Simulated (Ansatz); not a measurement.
`N/C=C/CBr` + H₂ → `C/C=C/N` + HBr at 298.15 K and 1 bar (hydrogenolysis of a C–Br bond).

Calculated with Ansatz (gas phase, PBE0-D4/def2-TZVP geometries, no zero-point term in ΔE). CCSD(T)/CBS is the MP2 limit (def2-TZVPP, def2-QZVPP) plus CCSD(T) − MP2 in def2-TZVPP, frozen cores. This one scheme is used for every species. Double bonds are as drawn, so ΔE can hold a change between cis and trans. For Br outer-core shells are correlated without core-valence functions, which leaves a few kJ/mol of doubt a bond. Scalar relativity is left out up to krypton. Each species was taken in one conformer, which may not be the lowest.

```tsv
species	CCSD(T)/CBS energy (Eh)	H − E (kJ/mol)	S (J/(mol·K))
`N/C=C/CBr`	-2745.77149	251.8	338.1
H₂	-1.17544	35.1	130.4
`C/C=C/N`	-173.05160	272.2	293.4
HBr	-2573.91920	24.6	198.6
```

H − E and S are ideal-gas, rigid-rotor, harmonic terms from PBE0-D4/def2-TZVP, for one conformer and one mirror image of each species. The MP2-based limit puts H₂ 0.8 mEh under its directly extrapolated value; such offsets cancel only in part. 1 Eh = 2625.50 kJ/mol, R = 8.31446 J/(mol·K).

Task: By hand: ΔE, ΔH, ΔS and ΔG.

Result: ΔE = (-173.05160) + (-2573.91920) − (-2745.77149) − (-1.17544) = -0.02387 Eh = -62.7 kJ/mol. Δ(H − E) = 272.2 + 24.6 − 251.8 − 35.1 = 9.9, so ΔH = -52.8 kJ/mol. ΔS = 293.4 + 198.6 − 338.1 − 130.4 = 23.5 J/(mol·K). ΔG = -52.8 − 298.15 × (23.5)/1000 = -59.8 kJ/mol.

Task: By hand: the equilibrium constant, and the temperature at which ΔG would vanish if ΔH and ΔS stayed fixed.

Result: log₁₀ K = −ΔG/(RT ln 10) = 10.5. ΔH and −TΔS have one sign here, so there is no such temperature.

ΔH outweighs TΔS. A doubt of 5 kJ/mol in ΔE shifts log₁₀ K by 0.9 here. Other conformers and mirror images would add mixing entropy, several J/(mol·K) or more a flexible species. These are equilibria of isolated gas molecules and say nothing of rates. Largest T1 diagnostic: 0.011 (customary marks: 0.02 for closed shells, 0.045 for open ones).
